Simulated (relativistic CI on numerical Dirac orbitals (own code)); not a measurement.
# Level scheme of Er VIII

Computed by Dirac-Coulomb-Breit CI, KLI orbitals optimised for each configuration, model QED, unscaled Slater integrals (own radial code, finite nucleus).

Configurations in the expansion (outside the closed core [Kr] 4d10): 4f10 5s2 5p3, 4f8 5s2 5p5, 4f12 5s2 5p, 4f11 5s2 5p2, 4f10 5s 5p4, 4f10 5p5, 4f12 5s 5p2, 4f11 5s 5p3. The list is cut by size and lacks configurations that can hold low levels.

```csv
No.,Configuration,Term,J,E (eV),%,Next component (%),Lifetime (s)
1,4f8 5s2 5p5,8G°,15/2,0.0000,95,5 6H°,
2,4f8 5s2 5p5,8G°,13/2,0.7365,86,7 6G°,9.56e-02
3,4f8 5s2 5p5,8D°,5/2,1.2495,87,6 6D°,
4,4f8 5s2 5p5,8D°,3/2,1.2531,92,4 6P°,4.58e+05
5,4f8 5s2 5p5,8G°,11/2,1.2558,60,18 8F°,1.76e-01
6,4f8 5s2 5p5,8D°,7/2,1.2572,79,11 6D°,
7,4f8 5s2 5p5,8D°,9/2,1.2606,65,20 6D°,
8,4f8 5s2 5p5,8D°,11/2,1.6765,45,15 8F°,1.54e-01
9,4f8 5s2 5p5,8G°,9/2,1.8037,48,20 8F°,1.29e-01
10,4f8 5s2 5p5,8F°,13/2,1.8700,66,31 6G°,7.13e-01
11,4f8 5s2 5p5,6D°,9/2,2.1974,34,19 6G°,1.28e-01
12,4f8 5s2 5p5,8F°,7/2,2.2209,32,32 8G°,1.84e-01
13,4f8 5s2 5p5,8F°,5/2,2.4783,45,37 6D°,4.85e-01
14,4f8 5s2 5p5,6G°,7/2,2.6466,28,24 6D°,1.04e-01
15,4f8 5s2 5p5,8F°,3/2,2.6492,49,41 6D°,1.26e+00
16,4f8 5s2 5p5,8F°,1/2,2.7384,51,43 6D°,5.90e+00
17,4f8 5s2 5p5,8F°,11/2,2.9222,32,29 6G°,3.67e-02
18,4f8 5s2 5p5,8G°,5/2,3.0025,36,35 6G°,9.30e-02
19,4f8 5s2 5p5,8G°,3/2,3.4017,37,37 6G°,9.78e-02
20,4f8 5s2 5p5,6G°,9/2,3.7843,33,31 6F°,2.43e-02
21,4f8 5s2 5p5,8G°,1/2,3.8713,51,43 6F°,7.20e-02
22,4f8 5s2 5p5,6F°,11/2,4.0860,87,5 4G°,1.37e-02
23,4f8 5s2 5p5,6G°,7/2,4.2125,38,33 6F°,3.47e-02
24,4f8 5s2 5p5,6G°,3/2,4.2907,52,26 6F°,6.17e-02
25,4f8 5s2 5p5,6G°,5/2,4.3256,45,30 6F°,3.86e-02
26,4f8 5s2 5p5,6H°,15/2,4.9920,62,15 6I°,1.02e-02
27,4f8 5s2 5p5,6L°,21/2,4.9926,68,21 6M°,
28,4f8 5s2 5p5,6D°,9/2,5.1381,61,23 4F°,1.33e-02
29,4f8 5s2 5p5,6L°,19/2,5.3031,65,23 6M°,1.11e+00
30,4f8 5s2 5p5,6M°,23/2,5.3659,93,7 4N°,3.16e+00
31,4f8 5s2 5p5,4P°,5/2,5.3907,64,11 6P°,1.16e-02
32,4f8 5s2 5p5,6F°,9/2,5.4582,67,14 4F°,6.92e-03
33,4f8 5s2 5p5,6L°,17/2,5.4939,48,16 6M°,1.00e+00
34,4f8 5s2 5p5,6H°,13/2,5.5011,56,19 6I°,1.12e-02
35,4f8 5s2 5p5,6P°,7/2,5.6373,24,22 6F°,1.16e-02
36,4f8 5s2 5p5,6H°,11/2,5.7520,41,17 6G°,1.63e-02
37,4f8 5s2 5p5,6L°,15/2,5.7868,58,13 6M°,1.46e-01
38,4f8 5s2 5p5,6F°,7/2,5.8514,34,24 4D°,1.22e-02
39,4f8 5s2 5p5,6I°,17/2,5.8795,63,17 6L°,2.00e-01
40,4f8 5s2 5p5,6F°,5/2,5.9468,60,12 6G°,1.58e-02
41,4f8 5s2 5p5,6L°,13/2,5.9923,57,16 4K°,9.97e-02
42,4f8 5s2 5p5,6F°,3/2,6.0407,81,6 6G°,2.82e-02
43,4f8 5s2 5p5,6H°,9/2,6.0567,32,27 6G°,1.28e-02
44,4f8 5s2 5p5,6F°,1/2,6.0889,91,7 4D°,6.86e-02
45,4f8 5s2 5p5,6L°,11/2,6.1266,50,24 4K°,8.42e-02
```

Energies count from the lowest computed level; ° marks odd parity; lifetimes are radiative, by E1, M1, E2 decay to levels of this space only; some are left blank where a channel outside the calculation adds to the decay or the decay crosses a small, uncertain gap.

The mean weight of the leading LS term, summed over parents, in these 45 levels is 57 %, and that of the leading jj configuration (from the same eigenvectors) 38 %, so LS coupling describes them better.

At this charge configurations can still be misplaced by up to about 7 % of their energy. Terms inside the open d or f shell come out 10 to 20 % too wide with unscaled integrals. Levels and lines within the n = 5 or 6 shells can be off by up to 10 % or somewhat more, and those that change n by about 2 %, since core polarisation is missing. The computed lowest level isn't the tabulated ground level, which NIST ASD gives as 4f10 5s2 5p3 °.

LS names give the leading component of a level, which can be under half, so a name can repeat, a term be missing and a line seem to break the LS rules.
